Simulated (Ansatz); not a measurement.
`[BH2][GeH2][Cl]` + `CCl` → `BCCl` + `[Cl][GeH3]` at 400 K and 1 bar (formal exchange of groups at a B–Ge bond).

Isolated molecules relaxed with PBE0-D4/def2-TZVP in Ansatz; ΔE leaves out vibrations. CCSD(T)/CBS adds triple-zeta CCSD(T) − MP2 to the extrapolated MP2 energy (def2 sets, frozen cores). This one scheme is used for every species. For Ge outer-core shells are correlated without core-valence functions, which leaves a few kJ/mol of doubt a bond. Scalar relativity is left out up to krypton.

```
          species  CCSD(T)/CBS energy (Eh)  H − E (kJ/mol)  S (J/(mol·K))
`[BH2][GeH2][Cl]`              -2563.08808           122.6          343.4
            `CCl`               -499.63220           114.2          247.0
           `BCCl`               -525.00385           146.7          300.8
     `[Cl][GeH3]`              -2537.71925            82.5          281.4
```

H − E and S are ideal-gas, rigid-rotor, harmonic terms from PBE0-D4/def2-TZVP. 1 Eh = 2625.50 kJ/mol, R = 8.31446 J/(mol·K).

Question: By hand: ΔE, ΔH, ΔS and ΔG.

Answer: ΔE = (-525.00385) + (-2537.71925) − (-2563.08808) − (-499.63220) = -0.00282 Eh = -7.4 kJ/mol. Δ(H − E) = 146.7 + 82.5 − 122.6 − 114.2 = -7.6, so ΔH = -15.0 kJ/mol. ΔS = 300.8 + 281.4 − 343.4 − 247.0 = -8.2 J/(mol·K). ΔG = -15.0 − 400 × (-8.2)/1000 = -11.7 kJ/mol.

Question: By hand: the equilibrium constant, and the temperature at which ΔG would vanish if ΔH and ΔS stayed fixed.

Answer: log₁₀ K = −ΔG/(RT ln 10) = 1.5. ΔG = 0 at ΔH/ΔS = 1829 K, though so small a ΔS makes that figure unsure.

The number of gas molecules stays the same, so ΔS is small and ΔH decides. A doubt of 5 kJ/mol in ΔE shifts log₁₀ K by 0.7 here. These are equilibria of isolated gas molecules and say nothing of rates. Largest T1 diagnostic: 0.011 (customary marks: 0.02 for closed shells, 0.045 for open ones).
